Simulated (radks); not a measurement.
Spherical quantum dot in the effective-mass picture: electrons in a hard-walled sphere of radius 2.58, with a point charge +1 (a donor) at the centre, all in effective atomic units (hartree* = m*/eps^2 hartree, bohr* = eps/m* bohr), one dielectric constant everywhere. Calculated with a radial shooting solver with Libxc functionals: non-relativistic Kohn-Sham, PBEsol, spin-polarised, spherical densities. Levels are named by radial order and angular momentum (1s, 1p, 1d, 2s, ...), and open shells are averaged over m. Results are scaled to m* = 0.125 and eps = 11.3, for which hartree* = 26.64 meV and bohr* = 4.784 nm.

N = 29, configuration 1s2 1p6 1d10 2s(up 1, down 0) 1f(up 7, down 3). This is the lowest configuration that the search found. Occupied and some empty levels:

| level | occupation | eigenvalue (meV) | <r> (nm) |
|---|---|---|---|
| 1s up | 1 | 390.73 | 7.781 |
| 1s down | 1 | 392.98 | 7.874 |
| 1p up | 3 | 403.20 | 8.456 |
| 1p down | 3 | 405.09 | 8.456 |
| 1d up | 5 | 422.21 | 8.812 |
| 1d down | 5 | 424.09 | 8.805 |
| 2s up | 1 | 443.11 | 5.081 |
| 1f up | 7 | 447.57 | 9.079 |
| 1f down | 3 | 449.50 | 9.073 |
| 2s down | 0 | 449.61 | 5.194 |
| 1g up | 0 | 478.86 | 9.294 |
| 1g down | 0 | 480.84 | 9.290 |
| 2p up | 0 | 489.66 | 6.277 |
| 2p down | 0 | 492.83 | 6.358 |
| 2d up | 0 | 534.48 | 6.959 |
| 2d down | 0 | 536.50 | 6.991 |

Energy (meV): total 6860.84, kinetic 2188.6, external -467.61, Hartree 5665.3, exchange-correlation -525.40.
